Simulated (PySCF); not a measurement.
Radial density of Ne(2+) (neon, charge +2)

UHF, [He] 2s1 2p5, high-spin 3P determinant (an excited configuration). All numbers are calculated (PySCF 2.14, scalar relativity by spin-free X2C-1e, in x2c-QZVPPall (7s4p3d2f1g, 57 functions)).

```csv
r (bohr),4πr²ρ (e/bohr),4πr²(ρα − ρβ)
0.00320,0.07831,0.0026
0.00537,0.2084,0.0069
0.00904,0.5399,0.0178
0.0152,1.335,0.0438
0.0256,3.044,0.0989
0.0430,6.058,0.1926
0.0724,9.602,0.2884
0.122,10.56,0.2840
0.205,7.177,0.3251
0.344,5.335,1.2289
0.579,6.929,2.5164
0.974,4.483,1.5884
1.64,0.7922,0.1759
2.76,0.02068,-0.0009
4.64,1.834e-05,0.0000
```

Densities and radii are taken from the X2C orbitals without a picture-change correction, which distorts them close to the nucleus.
